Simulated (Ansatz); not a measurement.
Computed with Ansatz.

Basis-set series for O$_{7}$Re$_{2}$ (`[O]=[Re](=[O])(=[O])[O][Re](=[O])(=[O])=[O]`). Total charge 0; spin multiplicity 1. Re: def2 effective core potential. Geometry: relaxed with PBE0-D4/def2-TZVP. It is one conformer, not always the lowest.

```tsv
atom	x (Å)	y (Å)	z (Å)
O1	-0.710	-2.753	0.657
Re2	-0.625	-1.647	-0.618
O3	0.422	-2.248	-1.801
O4	-2.165	-1.463	-1.290
O5	-0.003	-0.001	0.007
Re6	0.625	1.646	0.619
O7	1.099	2.606	-0.689
O8	-0.595	2.446	1.474
O9	1.951	1.414	1.641
```

```tsv
functional	basis	functions	energy (Eh)	HOMO (eV)	LUMO (eV)
PBE0-D4	def2-SVP	162	-682.41137	-10.39	-3.93
PBE0-D4	def2-TZVPP	329	-683.12122	-10.32	-3.89
ωB97M-V	def2-SVP	162	-682.61696	-12.71	-1.83
ωB97M-V	def2-TZVPP	329	-683.34274	-12.65	-1.79
```

Problem. Give the rows for def2-QZVPP. (Best estimate.)

Solution. The calculation gave: 
| functional | basis | functions | energy (Eh) | HOMO (eV) | LUMO (eV) |
| --- | --- | --- | --- | --- | --- |
| PBE0-D4 | def2-QZVPP | 575 | -683.15112 | -10.34 | -3.91 |
| ωB97M-V | def2-QZVPP | 575 | -683.37063 | -12.67 | -1.83 |
